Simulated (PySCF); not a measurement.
**Worked example: oscillator strength and radiative lifetime**

C6H17NSi, SMILES N(C(C)C)(C(C)C)[SiH3].

Coordinates come from a B3LYP-D3(BJ)/def2-SVP optimisation. The isomer is the one that the SMILES or the coordinates give; other isomers of the formula were not compared. One conformer was computed; it need not be the lowest.

TDA-PBE0/def2-SVP in PySCF 2.14.0 puts the first singlet state with f over 0.02 at 7.34 eV (vertical), with the transition dipole (-0.060, 0.442, -0.079) in atomic units.

### Question
Find the oscillator strength, the wavelength and the radiative lifetime that this transition would have in vacuum if emission retraced absorption.

### Answer

|μ|² = 0.2052 au, so |μ| = 1.15 D. ΔE = 7.34/27.211 = 0.2697 hartree. f = (2/3) ΔE |μ|² = 0.037 (the program prints 0.037).
λ = 1239.84/7.34 = 169 nm; ν = 59201 cm⁻¹.
Einstein's coefficient A = 0.6670 ν² f s⁻¹ (ν in cm⁻¹) = 8.6e7 s⁻¹, so τ = 1/A = 12 ns. This state is S4; the lower singlets have f = 0.007, 0.001, 0.011. The figure is the radiative limit of this one transition; relaxation, internal conversion, crossing to triplets and a medium change what is measured.
